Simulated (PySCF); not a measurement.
Al(AsH2)2(OH) (AlAs2H5O), SMILES [OH][Al]([AsH2])[AsH2].

Coordinates come from a B3LYP-D3(BJ)/def2-SVP optimisation. The values are those of a single conformer.

Level of theory: TDA-CAM-B3LYP/def2-SVPD (PySCF).

Vertical excitations. Isolated molecule, no solvent.

```csv
state,energy (eV),λ (nm),f,main pairs
S1,4.84,256,0.001,HOMO→LUMO+1 95 %
S2,5.30,234,0.221,HOMO→LUMO 90 %
S3,5.61,221,0.059,"HOMO→LUMO+2 65 %, HOMO→LUMO+3 13 %"
S4,5.90,210,0.005,"HOMO→LUMO+4 67 %, HOMO→LUMO+3 14 %"
S5,6.15,202,0.035,"HOMO→LUMO+3 40 %, HOMO−1→LUMO+1 29 %, HOMO→LUMO+4 14 %"
S6,6.22,199,0.035,"HOMO−1→LUMO 64 %, HOMO→LUMO+5 17 %"
S7,6.57,189,0.448,"HOMO−1→LUMO+1 47 %, HOMO→LUMO+3 18 %, HOMO→LUMO+2 8 %"
S8,6.81,182,0.015,"HOMO→LUMO+5 46 %, HOMO−2→LUMO+1 15 %, HOMO−1→LUMO+3 14 %, HOMO−1→LUMO 7 %"
S9,6.97,178,0.206,"HOMO→LUMO+6 37 %, HOMO−2→LUMO 16 %, HOMO−1→LUMO+4 12 %, HOMO−2→LUMO+1 7 %"
S10,7.06,176,0.011,"HOMO−2→LUMO+1 53 %, HOMO−1→LUMO 12 %"
T1,4.35,285,0,HOMO→LUMO+1 95 %
T2,4.62,268,0,"HOMO→LUMO 64 %, HOMO→LUMO+2 20 %"
T3,5.19,239,0,"HOMO→LUMO+2 53 %, HOMO→LUMO 16 %"
T4,5.31,233,0,"HOMO→LUMO+3 38 %, HOMO−1→LUMO+1 31 %, HOMO→LUMO 7 %"
```
Triplets are in the Tamm–Dancoff approximation.
